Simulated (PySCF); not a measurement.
C4H8F2Si.
Numbering: `[F:1][C@@H:2]1[CH2:3][CH2:4][C@H:5]([F:6])[SiH2:7]1` (hydrogens: H8 on C2; H9, H10 on C3; H11, H12 on C4; H13 on C5; H14, H15 on Si7)

The calculation used core-valence-separated Tamm–Dancoff BHandHLYP/aug-pcX-1 (pcseg-1 on H, def2-SVPD on Si) in PySCF, non-relativistic, gas phase, PBE0-D3(BJ)/def2-SVP geometry.

Computed carbon K-edge spectrum, Gaussian lines of 0.3 eV full width, highest printed point 100; it ends one width below the last computed root. BHandHLYP without relativity tends to put these K edges a few eV too low, so spacings mean more than positions.

(photon energy (eV), absorption): (285.4, 1), (285.5, 5), (285.6, 16), (285.7, 27), (285.8, 25), (285.9, 17), (286.0, 27), (286.1, 65), (286.2, 100), (286.3, 98), (286.4, 72), (286.5, 49), (286.6, 31), (286.7, 19), (286.8, 17), (286.9, 20), (287.0, 19), (287.1, 14), (287.2, 15), (287.3, 28), (287.4, 40), (287.5, 50)

Assign the maxima to core holes.

3 maxima:
- 285.7 eV: C3/C4 (ring CH2 carbon), 285.73 eV, f = 0.031, sum of 2, 100 % of the height at the exact maximum
- 286.2 eV: C2/C5 (sp3 C–F carbon), 286.21 eV, f = 0.094, sum of 2, 80 % of the height at the exact maximum; C3 (ring CH2 carbon), 286.38 eV, f = 0.028, 13 % of the height at the exact maximum
- 286.9 eV: C4 (ring CH2 carbon), 286.98 eV, f = 0.011, 46 % of the height at the exact maximum; C3 (ring CH2 carbon), 286.89 eV, f = 0.010, 40 % of the height at the exact maximum

Further lines of some strength in the range: C4, 286.52 eV, f = 0.026; C2/C5, 287.39 eV, f = 0.034, sum of 2.

Roots within 0.03 eV on the same or equivalent atoms count as one line; shares under 12 % aren't listed.

Vibrational structure and lifetime widths aren't in the curve. The ionisation threshold wasn't computed; near and above it a finite basis only mimics Rydberg series and continuum.

One conformer stands for the species.
